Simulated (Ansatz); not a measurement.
A nudged elastic band was laid between two geometries of AlBCl3H3O (9 atoms, charge 0, multiplicity 1).

The calculation used UKS B3LYP/6-31G (Ansatz 0.2.0).

```
movable images  : 9
climbing image  : yes
spring          : 5.0 eV/Å²
optimiser       : quadratic models (default)
start path      : through a guess of the saddle point
force threshold : 0.5 eV/Å
iteration limit : 51
end points      : relaxed
```

First end point:

```xyz
9
Properties=species:S:1:pos:R:3
Al 0.188 -1.563 0.368
Cl 2.400 -1.286 0.589
H -0.228 -2.364 -0.956
H -0.656 -1.516 1.713
B -0.328 1.580 -0.071
O -0.252 0.263 -0.536
Cl -0.620 2.883 -1.265
Cl -0.157 1.891 1.659
H -0.347 0.112 -1.499
```

Last end point:

```xyz
9
Properties=species:S:1:pos:R:3
Al 0.019 -1.613 0.094
Cl 1.820 -0.028 0.526
H 0.280 -2.362 -1.281
H -0.509 -2.209 1.467
B 0.258 1.252 0.012
O -0.727 0.130 -0.224
Cl 0.672 2.156 -1.538
Cl -0.194 2.292 1.461
H -1.620 0.382 -0.515
```

Which bonds break or form, and what moves?

Bonds formed: Cl2–B5.

What energy profile does the band end with?

The forces met the threshold. The highest image is number 6 of 0 to 10, 0.231 eV above the first end and 0.101 eV above the last; the last end lies 0.130 eV above the first. The threshold of 0.5 eV/Å is loose, so the images may lie well off the minimum-energy path. The order of the stationary point at the top wasn't checked. Limits of this set-up: no polarisation functions.

| image | path coordinate (Å) | energy (eV) | Cl2–B5 (Å) |
| --- | --- | --- | --- |
| 0 | 0.00 | 0.000 | 4.01 |
| 1 | 0.39 | 0.007 | 3.83 |
| 2 | 0.77 | 0.029 | 3.64 |
| 3 | 1.16 | 0.067 | 3.42 |
| 4 | 1.54 | 0.125 | 3.17 |
| 5 | 1.93 | 0.198 | 2.77 |
| 6 | 2.31 | 0.231 | 2.30 |
| 7 | 2.70 | 0.179 | 2.17 |
| 8 | 3.08 | 0.150 | 2.12 |
| 9 | 3.47 | 0.135 | 2.10 |
| 10 | 3.86 | 0.130 | 2.08 |

What is the geometry of the highest image?


```xyz
9
Properties=species:S:1:pos:R:3
Al 0.008 -1.542 0.286
Cl 1.912 -0.076 0.415
H 0.057 -2.524 -0.960
H -0.544 -1.765 1.750
B 0.091 1.271 0.022
O -0.669 0.115 -0.501
Cl 0.500 2.515 -1.255
Cl -0.410 1.842 1.676
H -0.945 0.164 -1.434
```

Time of the run: 2.8 min on 2 threads of Intel(R) Xeon(R) 6975P-C (Granite Rapids) (shared host), peak memory 0.32 GiB.
